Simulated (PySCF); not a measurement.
C2H2F4, SMILES FCC(F)(F)F. Atoms are numbered in the order given.

```xyz
8

F      0.1603     1.9605     0.0000
C     -0.7378     0.9237     0.0000
C     -0.0027    -0.4120     0.0000
F      0.7773    -0.5513     1.0902
F      0.7773    -0.5513    -1.0902
F     -0.9145    -1.4139     0.0000
H     -1.3799     0.9672     0.9063
H     -1.3799     0.9672    -0.9063
```
Charge 0, spin multiplicity 1.

Geometry: PBE-D3(BJ)/def2-SVP.

Two levels are set side by side: PBE/pcSseg-1 (PySCF) and KT2/pcSseg-1 (PySCF). GIAO shifts against CFCl3 (¹⁹F), TMS (¹H), TMS (¹³C) at the same level; non-relativistic, no solvent, atoms listed together averaged. Differences are taken from unrounded values.

```csv
quantity,PBE
δ(¹⁹F) of F1 (ppm),-285.3
δ(¹³C) of C2 (ppm),88.4
δ(¹³C) of C3 (ppm),140.6
"δ(¹H) of H7, H8 (ppm)",5.07
```

### Question
These are the PBE values. What does KT2 give? (The exact figures need the calculation; the answer reports its results.)

### Answer

```tsv
quantity	KT2	PBE minus KT2
δ(¹⁹F) of F1 (ppm)	-291.1	5.8
δ(¹³C) of C2 (ppm)	85.0	3.4
δ(¹³C) of C3 (ppm)	134.9	5.7
δ(¹H) of H7, H8 (ppm)	5.01	0.06
```

Rough cost on one machine, each run with all the roots and properties that it gave: KT2 against PBE within a factor of 2.
